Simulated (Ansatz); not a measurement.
Consider the redistribution: `C=C[Te][SiH3]` + `C[SiH2][SiH]1B[SiH2]1` → `C=C[Te][SiH2]C` + `[SiH3][SiH]1B[SiH2]1`.

Calculated with Ansatz (gas phase, PBE0-D4/def2-TZVP geometries, no zero-point term in ΔE). CCSD(T)/CBS is the MP2 limit (def2-TZVPP, def2-QZVPP) plus CCSD(T) − MP2 in def2-TZVPP, frozen cores. Functionals use def2-TZVPP. B3LYP here is the variant with VWN-RPA as its local correlation; programs differ in this. Elements past krypton have def2 core potentials. For Te outer-core shells are correlated without core-valence functions, which leaves a few kJ/mol of doubt a bond. One conformer a species, not always the lowest.

`C=C[Te][SiH3]`:

Cartesian coordinates in Å:
```
C -1.121 0.257 -2.045
C -0.907 0.359 -0.742
Te -0.754 -1.307 0.535
Si 1.230 -0.402 1.735
H -1.263 1.147 -2.652
H -1.165 -0.698 -2.555
H -0.864 1.325 -0.250
H 2.455 -0.431 0.896
H 0.961 1.002 2.142
H 1.428 -1.251 2.936
```

`C[SiH2][SiH]1B[SiH2]1`:

```xyz
14

C    -0.933    1.919    0.382
Si   -0.380    0.466    1.426
Si   -0.235   -1.540    0.226
B    -0.082   -1.786   -1.647
Si    1.462   -0.713   -1.517
H    -0.214    2.146   -0.406
H    -1.896    1.707   -0.086
H    -1.043    2.806    1.011
H    -1.392    0.204    2.491
H     0.910    0.756    2.110
H    -0.355   -2.716    1.138
H    -0.163   -2.819   -2.232
H     2.822   -1.058   -2.014
H     1.498    0.628   -0.883
```

`C=C[Te][SiH2]C`:

Z-matrix (Å, degrees):
```
Si
C 1 1.867
Te 1 2.496 2 112.3
H 1 1.487 2 111.6 3 -118.4
H 1 1.489 2 110.2 3 120.3
H 2 1.092 1 110.6 3 61.9
H 2 1.092 1 110.2 3 -57.7
H 2 1.094 1 110.6 3 -177.6
C 3 2.105 1 92.6 2 68.6
C 9 1.324 3 123.6 1 -133.3
H 9 1.086 3 115.1 1 50.3
H 10 1.086 9 120.6 3 -175.9
H 10 1.085 9 122.4 3 3.8
```

`[SiH3][SiH]1B[SiH2]1`:

Z-matrix (Å, degrees):
```
Si
Si 1 2.333
H 1 1.487 2 111.4
H 1 1.490 2 108.0 3 118.5
H 1 1.484 2 110.7 3 -122.3
B 2 1.893 1 127.9 3 114.0
Si 2 2.577 1 94.8 3 77.5
H 2 1.492 1 110.6 3 -67.3
H 6 1.190 2 125.8 1 172.9
H 7 1.484 2 91.4 1 1.7
H 7 1.487 2 138.8 1 -120.9
```

| level | ΔE (kJ/mol) |
| --- | --- |
| B3LYP-D4 | -6.4 |
| B2PLYP | -6.9 |
| PBE | -6.3 |
| HF/CBS(def2) | -6.9 |

Question: What does CCSD(T)/CBS give? (An estimate is asked.)

Answer: Ansatz gave: -7.4 kJ/mol. The listed levels differ from it by 1.0, 0.5, 1.1, 0.5 kJ/mol.

Largest T1 diagnostic among the species: 0.016.
